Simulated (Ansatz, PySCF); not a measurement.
This singlet lies 1.81 eV below the relaxed triplet at the level composite: frozen-core CCSD(T) with HF/cc-pVQZ and the correlation energy extrapolated as X^-3 from cc-pVTZ and cc-pVQZ, plus CCSDT(Q) minus CCSD(T) in cc-pVDZ // PBE0-D3(BJ)/def2-TZVP (Ansatz, a quantum-chemistry and plane-wave program).

# H3NSi, SMILES `N[SiH]` (lower singlet) (charge 0, multiplicity 1)

Level of theory: PBE0-D3(BJ)/def2-TZVP in PySCF.

The HOMO is -6.34 eV and the dipole moment is 2.12 D. The HOMO–LUMO gap comes out as 4.84 eV and the LUMO comes out as -1.50 eV. The total energy is -345.8733 Ha. The cost comes out as around 6 core-seconds (rough).

```xyz
5

N     -0.5604    -0.0606     0.0070
Si     0.9788    -0.7676     0.2183
H     -1.4085    -0.5909     0.1332
H     -0.7470     0.8965    -0.2484
H      1.7372     0.5226    -0.1101
```
Charge 0, spin multiplicity 1.
